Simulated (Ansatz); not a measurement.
Li₅H₄⁺. The state is a singlet with charge 1. Geometry PBE0-D4/def2-TZVP, basis def2-TZVP, Ansatz.

```xyz
9

Li   -1.4757   -1.3532    1.4338
Li    1.4217    1.2670   -1.5615
Li    1.7872   -1.6726    0.2686
Li    0.0808    0.1291    0.1911
Li   -1.8417    1.5855   -0.3975
H    -0.1889    1.6023   -0.9686
H     0.2063   -1.5744    1.0098
H    -1.7560    0.1804    0.6406
H     1.7663   -0.1640   -0.6164
```

```
run  HOMO (eV)  LUMO (eV)
  A      -9.35      -4.61
  B      -8.97      -4.79
  C     -10.11      -4.17
  D     -12.20      -3.00
  E     -11.22      -3.63
  F      -9.02      -5.00
```

The structure comes from a short search, and lower isomers may exist.

The runs used B97M-V, BHLYP, LDA (SPW92), PBE, PBE0, ωB97M-V. Estimate which is which.

A B97M-V (0 % exact exchange); B PBE (0 % exact exchange); C PBE0 (25 % exact exchange); D ωB97M-V (range-separated); E BHLYP (50 % exact exchange); F LDA (SPW92) (0 % exact exchange). Exact exchange lowers occupied and raises empty levels; among semilocal functionals meta-GGAs tend to open the gap a little, and such runs are hard to tell apart. The gap grows from 4.01 eV (LDA (SPW92)) to 9.20 eV (ωB97M-V).
